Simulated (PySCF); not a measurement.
Species: C₈H₁₁NP (charge +1).
Numbering: `[CH2:1]=[CH:2][P@H+:3]([CH3:4])[c:5]1[cH:6][cH:7][cH:8][n:9][cH:10]1`

Definitions: NICS(0) = −σiso at the ring centroid; NICS(1) = −σiso and NICS(1)zz = −σzz at ±1 Å along the ring normal z. Level: GIAO PBE0/pcSseg-1 (PySCF, non-relativistic, gas phase) on the GFN2-xTB geometry, one conformer.

Ring bond lengths (Å), with Mayer bond orders in brackets: C5–C6 1.399 (1.34), C6–C7 1.382 (1.48), C7–C8 1.393 (1.37), C8–N9 1.321 (1.45), N9–C10 1.314 (1.51), C10–C5 1.397 (1.33).

Question: What do the NICS probes read (ppm)?

Answer: 
| ring | type | NICS(0) | NICS(1), two faces | NICS(1)zz, two faces | rms pucker (Å) | centre to ring atoms, mean (Å) |
| --- | --- | --- | --- | --- | --- | --- |
| C5–C6–C7–C8–N9–C10 | 6-membered ring with N; formal bonds all aromatic | -7.0 | -11.1 / -11.1 | -27.4 / -27.5 | 0.00 | 1.37 |

Question: What can be read from them?

Answer: 
- C5–C6–C7–C8–N9–C10: mean NICS(1)zz -27.4 ppm, shielded, aromatic by this magnetic criterion (flat ring, no four-coordinate atom).

Question: And the bond-length index? HOMA = 1 − mean of α(R − Ropt)² over the ring bonds, with Krygowski's 1993 parameters (CC: Ropt 1.388 Å, α 257.7 Å⁻²; CN: Ropt 1.334 Å, α 93.52 Å⁻²).

Answer: 
- C5–C6–C7–C8–N9–C10: HOMA 0.98; the largest term is that of N9–C10, α(R − Ropt)² = 0.04. The geometric and the magnetic index point the same way.

Question: What are the shieldings of the ring atoms and their hydrogens in the same run (means over atoms taken as equivalent)?

Answer: 
```
   atoms                          environment  σ isotropic (ppm)
      C5          substituted aromatic carbon               73.7
      C6                   aromatic CH carbon               39.9
      C7                   aromatic CH carbon               55.3
      C8  aromatic CH next to a ring nitrogen               20.7
      N9               pyridine-type nitrogen             -103.7
     C10  aromatic CH next to a ring nitrogen               31.7
 H on C6                    aromatic hydrogen              23.55
 H on C7                    aromatic hydrogen              23.60
 H on C8                    aromatic hydrogen              21.95
H on C10                    aromatic hydrogen              22.47
```

Shape of the structure used: `[CH2:1]=[CH:2][P@H+:3]([CH3:4])[c:5]1[cH:6][cH:7][cH:8][n:9][cH:10]1`: C1–C2–P3–C4 -122°, C2–P3–C5–C6 -61°.
